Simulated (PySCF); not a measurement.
# Correlation energy of Pr⁴⁶⁺ (praseodymium, charge +46)

[Ne] 3s2 3p1, 2P determinant. Calculation: PySCF 2.14, in an uncontracted even-tempered set (18 s from 9.2 bohr⁻², ratio 2.5; 12 p from 12 bohr⁻², ratio 2.5; 4 d from 48 bohr⁻², ratio 2.7; 4 f from 71 bohr⁻², ratio 2.7); scalar relativity by spin-free X2C-1e. Frozen: 1s2; 11 electrons correlated; the 21 highest virtual orbitals of each spin left out.

| level | correlation energy (mhartree) |
| --- | --- |
| CCSD | -510.03 |
| (T) | -0.80 |
| CCSD(T) | -510.83 |

Diagnostics: T1 = 0.00055, D1 = 0.0024, largest double amplitude 0.048.

Spin-orbit coupling, absent here, splits the open shell strongly.

Cost of the coupled-cluster step: roughly 40 core-seconds, for 11 correlated electrons.

Iterations:

```
CC2 = 0
CCSD nocc = (np.int64(6), np.int64(5)), nmo = (80, 80)
frozen orbitals [[0, 81, 82, 83, 84, 85, 86, 87, 88, 89, 90, 91, 92, 93, 94, 95, 96, 97, 98, 99, 100, 101], [0, 81, 82, 83, 84, 85, 86, 87, 88, 89, 90, 91, 92, 93, 94, 95, 96, 97, 98, 99, 100, 101]]
max_cycle = 100
direct = 0
conv_tol = 1e-08
conv_tol_normt = 1e-06
diis_space = 8
diis_start_cycle = 0
Init t2, MP2 energy = -0.488003057005416
Init E_corr(UCCSD) = -0.488003057006045
cycle = 1  E_corr(UCCSD) = -0.505008168438801  dE = -0.0170051114  norm(t1,t2) = 0.0126259
cycle = 2  E_corr(UCCSD) = -0.508826754000334  dE = -0.00381858556  norm(t1,t2) = 0.0031031
cycle = 3  E_corr(UCCSD) = -0.510033033563747  dE = -0.00120627956  norm(t1,t2) = 0.000785708
cycle = 4  E_corr(UCCSD) = -0.510027528165312  dE = 5.50539844e-06  norm(t1,t2) = 2.07566e-05
cycle = 5  E_corr(UCCSD) = -0.510027550547854  dE = -2.23825428e-08  norm(t1,t2) = 6.36755e-07
cycle = 6  E_corr(UCCSD) = -0.510027540353056  dE = 1.01947988e-08  norm(t1,t2) = 4.51985e-08
cycle = 7  E_corr(UCCSD) = -0.510027541190476  dE = -8.37420022e-10  norm(t1,t2) = 2.83392e-09
UCCSD converged
E(UCCSD) = -7175.507404315494  E_corr = -0.5100275411904757
UCCSD(T) correction = -0.000798723570572858
```

At this charge the one-electron X2C treatment keeps the bare 1/r₁₂, with no two-electron picture change or Breit term. The effect here is smaller than on the frozen 1s shell; and a scalar Hamiltonian misses the large spin-orbit splitting of the p shells, which matters for ns² → np² pairs.
